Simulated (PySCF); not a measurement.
# Polarisability and C₆ of Nb⁺ (niobium, charge +1)

[Kr] 4d4, high-spin 5D determinant. Computed with PySCF 2.14 in aug-cc-pwCVTZ-PP with ECP28MDF, with a scalar-relativistic core potential. Coupled (time-dependent) response in atomic units; α is the mean over directions.

```csv
method,mean α (bohr³),"α xx, yy, zz",C₆ (like pair),S(−4)
PW91,28.71,"24.43, 24.43, 37.29",187.7,696.3
```

S(−4) is the Cauchy moment in α(ω) = α(0) + S(−4) ω² + …

Spin-orbit coupling is absent.

α(iu) at PW91:

```tsv
u (hartree)	α(iu) (bohr³)
0	28.71
0.0500	27.13
0.100	23.69
0.200	17.44
0.300	13.51
0.500	9.110
0.750	6.260
1.00	4.622
1.50	2.829
2.00	1.896
3.00	1.005
5.00	0.4107
```

A single London oscillator, α(iu) = α/(1 + u²/ω²), gives C₆ = (3/4) ω α². Matching the computed C₆ needs ω = 4 × 187.7 / (3 × 28.71²) = 0.304 hartree.

For an ion, C₆ is the dispersion term alone; charge-induced terms of lower order in 1/R come first.

The components differ because the open shell of this determinant is not spherical; for a pure term their mean is the scalar polarisability.

Energies and moments cover only the electrons outside the core potential.
